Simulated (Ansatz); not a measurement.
Stepwise reaction of `[OH][In]([F])[F]` with hydrogen sulfide, as a gas-phase model of exchange steps in deposition or etching. ΔE in kJ/mol.

Calculated with Ansatz (gas phase, PBE0-D4/def2-TZVP geometries, no zero-point term in ΔE). CBS: MP2 limit from def2 TZ/QZ plus the TZ coupled-cluster correction, frozen cores. This one scheme is used for every species. DFT in def2-TZVPP. B3LYP here is the variant with VWN-RPA as its local correlation; programs differ in this. Elements past krypton have def2 core potentials. For In outer-core shells are correlated without core-valence functions, which leaves a few kJ/mol of doubt a bond. One conformer a species, not always the lowest.

```
step                                                reaction  PBE-D4  B3LYP-D4  ωB97M-V  CCSD(T)/CBS
   2  `[OH][In]([F])[SH]` + H₂S → `[OH][In]([SH])[SH]` + H–F   -30.7     -27.2    -28.5        -35.5
```

(1) Give the row of step 1, `[OH][In]([F])[F]` + H₂S → `[OH][In]([F])[SH]` + H–F. (Best estimate.)

(2) By hand: ΔE of the 2 steps together at CCSD(T)/CBS.

Answers

(1) Computed: 
```csv
step,reaction,PBE-D4,B3LYP-D4,ωB97M-V,CCSD(T)/CBS
1,`[OH][In]([F])[F]` + H₂S → `[OH][In]([F])[SH]` + H–F,-49.9,-46.7,-47.3,-53.0
```

(2) (-53.0) + (-35.5) = -88.5 kJ/mol, or -44.2 kJ/mol a step.

In ΔE each step is higher than the one before. All are downhill at CCSD(T)/CBS. PBE-D4 differs from CCSD(T)/CBS by 3.1 to 4.8 kJ/mol a step. Isolated molecules leave out the surface, adducts and barriers. Largest T1 diagnostic: 0.018.
